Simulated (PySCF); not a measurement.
# Multinuclear NMR of C5H10O2

Cartesian coordinates in Å; atom numbers follow the order of the lines, from 1:
```xyz
17

C     0.493    0.820   -1.597
C     0.250   -0.009   -0.590
C    -0.867   -1.018   -0.592
C    -1.917   -0.683    0.481
O    -1.467   -0.946    1.782
O     0.941   -0.055    0.593
C     1.987    0.865    0.790
H    -0.113    0.783   -2.482
H     1.285    1.545   -1.591
H    -1.339   -1.034   -1.573
H    -0.462   -2.008   -0.374
H    -2.806   -1.302    0.337
H    -2.210    0.375    0.379
H    -0.563   -0.606    1.850
H     2.370    0.674    1.791
H     1.625    1.896    0.727
H     2.787    0.717    0.058
```

Computational details: GFN2-xTB geometry, shieldings: GIAO PBE0/pcSseg-1, in PySCF (relativity neglected, isolated molecule, averaged over atoms made equivalent by symmetry, fast rotation or ring inversion, a single conformation).

Question: What are the 17O shifts?

Answer: 
```
atoms     environment  σ (ppm)  δ (ppm)
   O6    ether oxygen    216.9     69.1
   O5  alcohol oxygen    292.3      0.5
```

Shieldings were converted by a linear fit to measured shifts: 17O (scatter 10.7 ppm rms, 12.2 ppm with the 3 outliers that the fit left out vs liquid water, solution or neat liquid). Occasional misses reach two or three times the rms, and more in compound classes unlike the fitted ones.

On a 600 MHz spectrometer 17O resonates near 81.3 MHz, so 1 ppm is 81.3 Hz.
